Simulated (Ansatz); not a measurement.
`[CH3][AlH][O][SiH2]O` + `C[SiH2]O` → `[CH3][AlH][O][SiH2]C` + `O[SiH2]O`  (ligand exchange at the Al–O bond)

Program: Ansatz. Geometries: PBE0-D4/def2-TZVP. ΔE: electronic, gas phase. CCSD(T)/CBS adds triple-zeta CCSD(T) − MP2 to the extrapolated MP2 energy (def2 sets, frozen cores). This one scheme is used for every species. Functionals use def2-TZVPP. B3LYP here is the variant with VWN-RPA as its local correlation; programs differ in this. Each species was taken in one conformer, which may not be the lowest.

| level | ΔE (kJ/mol) | difference from CCSD(T)/CBS |
| --- | --- | --- |
| PBE-D4 | -2.2 | -0.6 |
| r2SCAN-D4 | -1.7 | -0.1 |
| PBE0-D4 | -2.0 | -0.4 |
| B3LYP-D4 | -2.2 | -0.6 |
| ωB97X-V | -1.8 | -0.2 |
| ωB97M-V | -1.8 | -0.2 |
| B2PLYP | -1.0 | 0.6 |
| PBE | -0.9 | 0.7 |
| r2SCAN | -1.2 | 0.4 |
| PBE0 | -0.8 | 0.8 |
| B3LYP | -0.4 | 1.2 |
| HF/def2-TZVPP | -0.1 | 1.5 |
| MP2/def2-TZVPP | -2.0 | -0.4 |
| SCS-MP2/def2-TZVPP | -1.7 | -0.1 |
| CCSD/def2-TZVPP | -1.5 | 0.1 |
| CCSD(T)/def2-TZVPP | -1.8 | -0.2 |
| HF/def2-QZVPP | 0.2 | 1.8 |
| MP2/def2-QZVPP | -1.8 | -0.2 |
| SCS-MP2/def2-QZVPP | -1.5 | 0.1 |
| HF/CBS(def2) | 0.2 | 1.8 |
| MP2/CBS(def2) | -1.8 | -0.2 |
| CCSD/CBS(def2) | -1.3 | 0.3 |
| CCSD(T)/CBS | -1.6 | 0 |

Largest T1 diagnostic among the species: 0.012.
